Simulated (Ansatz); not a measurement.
`[SiH3][SiH]1[SiH2]S1` + H₂ → `[SiH2]1[SiH2]S1` + SiH₄ at 700 K and 1 bar (hydrogenolysis of the Si–Si bond).

Isolated molecules relaxed with PBE0-D4/def2-TZVP in Ansatz; ΔE leaves out vibrations. CBS: MP2 limit from def2 TZ/QZ plus the TZ coupled-cluster correction, frozen cores. This one scheme is used for every species.

```tsv
species	CCSD(T)/CBS energy (Eh)	H − E (kJ/mol)	S (J/(mol·K))
`[SiH3][SiH]1[SiH2]S1`	-1268.63937	223.0	486.6
H₂	-1.17544	46.8	155.3
`[SiH2]1[SiH2]S1`	-978.35432	151.0	375.9
SiH₄	-291.46306	115.5	252.9
```

H − E and S are ideal-gas, rigid-rotor, harmonic terms from PBE0-D4/def2-TZVP, for one conformer and one mirror image of each species. The MP2-based limit puts H₂ 0.8 mEh under its directly extrapolated value; such offsets cancel only in part. 1 Eh = 2625.50 kJ/mol, R = 8.31446 J/(mol·K).

Q: By hand: ΔE, ΔH, ΔS and ΔG.

A: ΔE = (-978.35432) + (-291.46306) − (-1268.63937) − (-1.17544) = -0.00257 Eh = -6.7 kJ/mol. Δ(H − E) = 151.0 + 115.5 − 223.0 − 46.8 = -3.3, so ΔH = -10.0 kJ/mol. ΔS = 375.9 + 252.9 − 486.6 − 155.3 = -13.1 J/(mol·K). ΔG = -10.0 − 700 × (-13.1)/1000 = -0.8 kJ/mol.

Q: By hand: the equilibrium constant, and the temperature at which ΔG would vanish if ΔH and ΔS stayed fixed.

A: log₁₀ K = −ΔG/(RT ln 10) = 0.1. ΔG = 0 at ΔH/ΔS = 763 K, though so small a ΔS makes that figure unsure.

TΔS isn't small against ΔH here. The sign of ΔG lies within the doubt. A doubt of 5 kJ/mol in ΔE shifts log₁₀ K by 0.4 here. Other conformers and mirror images would add mixing entropy, several J/(mol·K) or more a flexible species. These are equilibria of isolated gas molecules and say nothing of rates. Largest T1 diagnostic: 0.014 (customary marks: 0.02 for closed shells, 0.045 for open ones).
